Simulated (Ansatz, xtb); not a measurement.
# A geometry optimisation of C2H8AlFGe with r2SCAN-D4/def2-SVP

The starting geometry of this gas-phase singlet was built from a drawn formula by distance geometry and a force field; its bonds are those of `F[CH2][AlH][CH2][GeH3]`.

```yaml
atoms:
  - { symbol: C, position_ang: [2.4162, -0.4432, -0.1607] }
  - { symbol: C, position_ang: [-0.7446, 0.9050, 0.1234] }
  - { symbol: Al, position_ang: [0.8782, 0.0601, 0.9678] }
  - { symbol: F, position_ang: [2.6241, -1.8250, -0.1128] }
  - { symbol: Ge, position_ang: [-1.4900, -0.2786, -1.1904] }
  - { symbol: H, position_ang: [3.3107, 0.0557, 0.1761] }
  - { symbol: H, position_ang: [2.2367, -0.1497, -1.2278] }
  - { symbol: H, position_ang: [0.9069, -0.2372, 2.5032] }
  - { symbol: H, position_ang: [-0.3959, 1.8741, -0.3151] }
  - { symbol: H, position_ang: [-1.4742, 1.1430, 0.9073] }
  - { symbol: H, position_ang: [-0.4167, -0.5393, -2.3087] }
  - { symbol: H, position_ang: [-1.8867, -1.6135, -0.5391] }
  - { symbol: H, position_ang: [-2.7228, 0.3946, -1.8770] }
```

Predict what becomes of its bonds when it is optimised with r2SCAN-D4/def2-SVP.

A new bond forms, giving a structure with F4 bridging C1 and Al3, given below by its coordinates. Distances that change by over a tenth: C1–F4 (1.40 → 1.55 Å). Contacts that close: Al3–F4 (2.79 → 1.98 Å).

The energy falls by 0.39 eV over 26 steps:

```csv
step,E − E(last) (eV)
1,0.389
4,0.238
7,0.228
9,0.168
12,0.029
15,0.014
18,0.007
20,0.003
23,0.000
26,0.000
```

Final geometry (Å):

```xyz
13

C     2.4273   -0.2362   -0.2191
C    -0.7059    0.8432    0.2037
Al    0.9623    0.2199    1.0029
F     1.5077   -1.4410    0.0817
Ge   -1.3467   -0.3045   -1.2453
H     3.4228   -0.5706    0.1024
H     2.3820   -0.1303   -1.3115
H     1.2261    0.0624    2.5578
H    -0.5704    1.8532   -0.2262
H    -1.5111    0.9272    0.9545
H    -0.2845   -0.3962   -2.3570
H    -1.6247   -1.7258   -0.7259
H    -2.6431    0.2449   -1.8718
```

From the same start GFN2-xTB reaches the same bonding as this run.

The end wasn't checked by frequencies. Run with Ansatz 0.2.0, 80 s on 2 threads of Intel(R) Xeon(R) Platinum 8375C CPU @ 2.90GHz (Ice Lake), on a shared host.
